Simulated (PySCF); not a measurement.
A GIAO shielding run with PySCF 2.14.0 with density-fitted response routines (density fitting, non-relativistic, gas phase) on `C=C([S-])c1ccccc1`, [C$_{8}$H$_{7}$S]-:

```
{"job": {"kind": "nmr", "xc": "PBE0", "basis": "pcSseg-1"}, "charge": -1, "multiplicity": 1}
C      2.744830    -0.155120     0.668645
C      1.885773     0.294883    -0.255358
S      2.286829     1.138029    -1.698347
C      0.426626     0.109108    -0.134127
C     -0.369116     1.079289     0.474957
C     -1.742280     0.941886     0.524425
C     -2.354787    -0.170462    -0.031881
C     -1.575757    -1.140365    -0.643600
C     -0.202570    -1.003490    -0.692309
H      3.807839    -0.012058     0.565525
H      2.398375    -0.679135     1.550000
H      0.107459     1.950976     0.903973
H     -2.344950     1.704915     1.004203
H     -3.431904    -0.278975     0.008539
H     -2.048134    -2.012671    -1.080697
H      0.404167    -1.757866    -1.175359
```

Hardware: 1 thread of an x86-64 server CPU, shared host. The job also computes population analyses, field gradients.

Problem. How large is the calculation?

Solution. 72 electrons, 195 basis functions and 1027 auxiliary functions.

Problem. How long does it take?

Solution. 55 s of wall time, with 14 SCF cycles and 5 response iterations. Times on a shared host scatter by some tens of per cent.
